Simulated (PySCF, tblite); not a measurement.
Isomers of C5H9N3Si, one GFN2-xTB conformer each. Single-point energies are computed at PBE0/pcSseg-1 (PySCF, gas phase, no added dispersion term), electronic only.

Question: Rank them by PBE0/pcSseg-1 energy, lowest first (kcal/mol).
A. `[SiH3:1][c:2]1[cH:3][n:4][n:5][n:6]1[CH:7]1[CH2:8][CH2:9]1` with N5–N6–C7–C8 -15°
B. `[SiH3:1][n:2]1[n:3][n:4][cH:5][c:6]1[CH:7]1[CH2:8][CH2:9]1` with C5–C6–C7–C8 35°

Answer: B (0.0), A (9.8).

As drawn, the higher has an Si–C bond, which the lower lacks. GFN2-xTB itself gives, in the same order: 0.0, 17.5. Both levels put the same isomer lowest.

Q: Which frontier levels, dipoles and rotational constants go with these structures?

A: 
```json
{"SMILES": "[SiH3]n1nncc1C1CC1", "HOMO (eV, PBE0/pcSseg-1)": "-6.95", "LUMO (eV)": "-0.09", "dipole (D)": "4.94", "A, B, C (MHz)": "2113, 1158, 801.8"}
{"SMILES": "[SiH3]c1cnnn1C1CC1", "HOMO (eV, PBE0/pcSseg-1)": "-7.48", "LUMO (eV)": "-0.51", "dipole (D)": "4.17", "A, B, C (MHz)": "2000, 1227, 815.0"}
```

Q: What happens when harmonic zero-point energies from GFN2-xTB frequencies are added?

A: 
| SMILES | ZPE (kcal/mol) | electronic (kcal/mol) | with ZPE (kcal/mol) |
| --- | --- | --- | --- |
| [SiH3]n1nncc1C1CC1 | 83.4 | 0.0 | 0.0 |
| [SiH3]c1cnnn1C1CC1 | 83.3 | 9.8 | 9.7 |

The zero-point energies span 0.1 kcal/mol. The order is unchanged.

Q: As an exercise, what shares would exp(−E/RT) give at 2000 K from these electronic energies alone (no entropy, no degeneracies)?

A: RT = 3.974 kcal/mol: [SiH3]n1nncc1C1CC1 92.1 %, [SiH3]c1cnnn1C1CC1 7.9 %.
